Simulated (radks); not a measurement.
Initial-state core-level shifts of the germanium ion Ge+ when its valence configuration changes from [Ar] 3d10 4s2 4p1. Calculated with a radial shooting solver on a logarithmic mesh with Libxc functionals: scalar-relativistic Kohn-Sham, PBE, spin-unpolarised, spherical densities, point nucleus. Shifts are changes of the shell-averaged eigenvalues in eV (positive: less bound).

| valence | 1s | 2s | 2p | 3s |
|---|---|---|---|---|
| 3d10 4s1.5 4p1.5 | -0.916 | -0.879 | -0.879 | -0.907 |
| 3d9.5 4s2 4p1.5 | -6.015 | -6.578 | -6.528 | -5.565 |
| 3d10 4s1 4p2 | -1.808 | -1.734 | -1.734 | -1.791 |
| 3d8 4s2 4p3 | -25.407 | -27.969 | -27.758 | -22.863 |
| 3d9 4s2 4p2 | -12.258 | -13.437 | -13.336 | -11.237 |
| 3d10 4p3 | -3.523 | -3.379 | -3.377 | -3.494 |
| 3d7 4s2 4p4 | -39.415 | -43.541 | -43.217 | -34.807 |
| 3d9 4s1 4p3 | -13.915 | -15.041 | -14.936 | -12.875 |
| 3d8.5 4s2 4p2.5 | -18.724 | -20.570 | -20.415 | -17.007 |
